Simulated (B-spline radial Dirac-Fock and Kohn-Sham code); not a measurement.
# Anomalous scattering factors of Hg, 5.4147 keV to 63.63 keV

Calculated with a B-spline atomic structure program, using the dispersion relation over Dirac-Hartree-Slater subshell photoionisation cross sections, with the Kissel-Pratt high-energy constant (isolated atom, no bound-bound lines or fine structure). The forward scattering factor is f₀ + f′ + i f″.

The run's input, task.json:

```json
{"items": [{
  "Z": 80,
  "q": 0,
  "cfg": [[1, 0, 2], [2, 0, 2], [2, 1, 6], [3, 0, 2], [3, 1, 6], [3, 2, 10], [4, 0, 2], [4, 1, 6], [4, 2, 10], [4, 3, 14], [5, 0, 2], [5, 1, 6], [5, 2, 10], [6, 0, 2]],
  "A": 202,
  "rrms": 5.4648,
  "do": "dispersion",
  "hv": [595.0, 699.3, 847.8, 1000.0, 1205.0, 1253.6, 1486.9, 1608.0, 1833.0, 2000.0, 2149.0, 2193.0, 2268.0, 2682.0, 2984.4, 3035.0, 3801.0, 4000.0, 4487.0, 4510.9, 5414.7, 5696.0, 6000.0, 6403.9, 6930.3, 7685.0, 8040.0, 8047.8, 9081.0, 9251.7, 11140.0, 11430.0, 12000.0, 12260.0, 15000.0, 17479.3, 19820.0, 22162.9, 23860.0, 24209.8, 30000.0, 33720.0, 40000.0, 63630.0],
  "edges": {"K": 83102.0, "L1": 14839.0, "L2": 14209.0, "L3": 12284.0, "M1": 3562.0, "M2": 3279.0, "M3": 2847.0, "M4": 2385.0, "M5": 2295.0, "N1": 802.2, "N2": 680.2, "N3": 576.6, "N4": 378.2, "N5": 358.8, "N6": 104.0, "N7": 99.9, "O1": 127.0, "O2": 83.1, "O3": 64.5}
}]}
```

Launch: `python xray2_run.py task.json out`

Edges near this range: L1 14839.0 eV, L2 14209.0 eV, L3 12284.0 eV.

| hν (eV) | λ (Å) | f′ (e) | f″ (e) | tabulated f′ | tabulated f″ |
| --- | --- | --- | --- | --- | --- |
| 5414.7 | 2.290 | -4.239 | 14.387 | -4.35 | 13.80 |
| 5696 | 2.177 | -4.060 | 13.345 | -4.16 | 12.79 |
| 6000 | 2.066 | -3.945 | 12.346 | -4.03 | 11.81 |
| 6403.9 | 1.936 | ? | ? | ? | ? |
| 6930.3 | 1.789 | -3.921 | 9.919 | -3.99 | 9.50 |
| 7685 | 1.613 | -4.127 | 8.456 | -4.20 | 8.13 |
| 8040 | 1.542 | -4.271 | 7.882 | -4.34 | 7.60 |
| 8047.8 | 1.541 | -4.275 | 7.870 | -4.34 | 7.59 |
| 9081 | 1.365 | -4.839 | 6.511 | -4.89 | 6.34 |
| 9251.7 | 1.340 | -4.954 | 6.323 | -5.00 | 6.15 |
| 11140 | 1.113 | -6.953 | 4.705 | -7.09 | 4.51 |
| 11430 | 1.085 | -7.531 | 4.515 | -7.61 | 4.33 |
| 12000 | 1.033 | -9.656 | 4.175 | -9.88 | 4.01 |
| 12260 | 1.011 | -14.209 | 4.033 | -12.81 | 4.09 |
| 15000 | 0.8266 | -6.270 | 11.755 | -6.48 | 11.60 |
| 17479.3 | 0.7093 | -2.340 | 9.278 | -2.39 | 9.14 |
| 19820 | 0.6256 | -1.279 | 7.601 | -1.32 | 7.47 |
| 22162.9 | 0.5594 | -0.814 | 6.348 | -0.85 | 6.25 |
| 23860 | 0.5196 | -0.649 | 5.629 | -0.69 | 5.55 |
| 24209.8 | 0.5121 | -0.626 | 5.496 | -0.66 | 5.42 |
| 30000 | 0.4133 | -0.534 | 3.854 | -0.56 | 3.79 |
| 33720 | 0.3677 | -0.606 | 3.167 | -0.63 | 3.08 |
| 40000 | 0.3100 | -0.790 | 2.369 | -0.82 | 2.29 |
| 63630 | 0.1949 | -1.585 | 1.060 | -1.61 | 1.04 |

**Question.** What are f′ and f″ at 6403.9 eV?

**Answer.** f′ = -3.884 and f″ = 11.189 electrons (tables: -3.97 and 10.70). By the optical theorem f″ corresponds to a photoabsorption cross section 2 rₑ λ f″ = 122000 b.

Tabulated f′: xraylib 4.2 anomalous scattering factors (Cullen et al., EPDL97); f″: Chantler's tables (J. Phys. Chem. Ref. Data 1995 and 2000). Both are theoretical tables.
